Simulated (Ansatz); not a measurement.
Cost and result up the ladder for TCNQ (C12H4N4) (20 atoms). The state is a singlet with charge 0. Geometry: PBE-D4/def2-SVP.

```xyz
20

N    -0.167   -2.260   -4.164
C    -0.503   -2.195   -3.038
C    -0.902   -2.104   -1.672
C    -1.776   -3.121   -1.186
N    -2.497   -3.954   -0.774
C    -0.454   -1.058   -0.841
C     0.431   -0.036   -1.349
C     0.867    0.981   -0.541
C     0.453    1.059    0.841
C     0.902    2.104    1.672
C     0.503    2.194    3.039
N     0.168    2.258    4.164
C     1.777    3.120    1.186
N     2.499    3.953    0.775
C    -0.432    0.036    1.349
C    -0.868   -0.980    0.541
H     0.751   -0.087   -2.400
H     1.541    1.756   -0.936
H    -0.753    0.088    2.400
H    -1.542   -1.755    0.936
```

Ansatz on 4 threads of Arm Neoverse V2 on a shared host. Times are rough, and most runs start from the orbitals of an earlier one. r2SCAN0-D4/def2-TZVP serves as the yardstick here, not as an exact answer. Differences are given only for rows in sets of like size (and for xTB, whose basis is part of the method), since another set adds its own error. Binding counts from free atoms at the same level (N quartet, C triplet, H doublet; other spins of the atoms weren't run), without zero-point energy or a counterpoise term.

B3LYP takes the VWN-RPA correlation. Correlated methods freeze 16 core orbitals. The rows differ in basis, and correlated rows in double-zeta sets carry the largest basis error.

Run but left out: HF/6-31G (restricted singlet, unstable in another Hartree–Fock run and untested here).

Correlated methods converge slowly with the basis, most of all in double-zeta sets.

| level | functions | wall time |
| --- | --- | --- |
| B3LYP-D4/6-31G | 152 | 3.9 s |
| PBE-D4/def2-SVP | 244 | 4.7 s |
| PBE0-D4/def2-SVP | 244 | 8.5 s |
| revPBE-D4/def2-TZVP | 520 | 12 s |
| PBE-D4/def2-TZVP (with forces) | 520 | 15 s |
| MP2/def2-SVP | 244 | 19 s |
| PBE0-D4/def2-TZVP | 520 | 27 s |
| r2SCAN-D4/def2-TZVP (with forces) | 520 | 27 s |
| r2SCAN0-D4/def2-TZVP | 520 | 35 s |

Problem. Estimate what each level gives for the binding energy per atom (eV).

Solution. 
```csv
level,binding energy per atom (eV),difference from r2SCAN0-D4/def2-TZVP (eV),remarks
B3LYP-D4/6-31G,5.40,–,–
PBE-D4/def2-SVP,6.03,–,–
PBE0-D4/def2-SVP,5.79,–,–
revPBE-D4/def2-TZVP,5.76,0.31,–
PBE-D4/def2-TZVP (with forces),5.94,0.49,–
MP2/def2-SVP,5.58,–,restricted SCF unstable
PBE0-D4/def2-TZVP,5.70,0.25,–
r2SCAN-D4/def2-TZVP (with forces),5.63,0.18,–
r2SCAN0-D4/def2-TZVP,5.45,0.00,–
```
